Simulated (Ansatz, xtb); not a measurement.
**Isomers of C6H9NO in order of energy**

7 gas-phase structures of C6H9NO, from a drawn sample of its isomers (lower ones may exist). Each was relaxed with GFN2-xTB; where two conformers were screened, the lower at r2SCAN-D4/def2-SVP//GFN2-xTB is listed:

A. `C#C[C@@]1(N)CCOC1`, a singlet
B. `C#C[C@@H]1CO[C@H](N)C1`, a singlet
C. `C#C[C@@H]1CCO[C@H]1N`, a singlet
D. `C#C[C@@H]1CO[C@@H](N)C1`, a singlet
E. `C#C[C@@H]1COC[C@@H]1N`, a singlet
F. `C#C[C@@H]1CCO[C@@H]1N`, a singlet
G. `C#C[C@@H]1COC[C@H]1N`, a singlet

Q: Which do you expect lowest at r2SCAN-D4/def2-SVP//GFN2-xTB, and how would the others follow?

A: Calculated order at r2SCAN-D4/def2-SVP//GFN2-xTB: B (0.0), D (3.7), C (3.8), F (4.2), E (29.9), A (36.0), G (36.0) kJ/mol. Less than 1 kcal/mol parts B and D; D and C; C and F; A and G, so the order within those pairs means little.

Energies above the lowest of each column, in kJ/mol; the last columns are at r2SCAN-D4/def2-SVP geometries and were run for some of them only (a dash: not run or not comparable):

```
structure  GFN2-xTB  HF/STO-3G  r2SCAN-D4/def2-SVP//GFN2-xTB  r2SCAN-D4/def2-SVP  CCSD(T)/def2-SVP + ΔMP2/def2-TZVPP
        B       0.0        0.0                           0.0                 0.0                                 0.0
        D       2.4        3.4                           3.7                 3.4                                 2.1
        C       0.6        5.0                           3.8                 4.9                                 3.4
        F      13.2       10.0                           4.2                 5.8                                 3.1
        E      24.5       24.7                          29.9                29.5                                27.9
        A      24.3       25.2                          36.0                31.6                                27.4
        G      23.3       24.5                          36.0                   –                                   –
```

Every level run on B puts it lowest or level with the lowest. CCSD(T)/def2-SVP + ΔMP2/def2-TZVPP orders those it was run on as B (0.0), D (2.1), F (3.1), C (3.4), A (27.4), E (27.9) kJ/mol. Less than 1 kcal/mol parts B and D; D and F; F and C; A and E, so the order within those pairs means little. Flexible structures stand in one conformer each, not always the lowest. Frequencies (GFN2-xTB) were run for A, B, C, D, E, F alone. ΔMP2 is the change of the MP2 energy from the smaller to the larger basis.

Over these structures GFN2-xTB departs from r2SCAN-D4/def2-SVP//GFN2-xTB by 5.4 kJ/mol on average once a common shift is removed. A GFN2-xTB relaxation took about 0.18 s and the r2SCAN-D4/def2-SVP//GFN2-xTB energy about 4.2 s on a shared host (Ansatz 0.2.0, xtb 6.7.1).
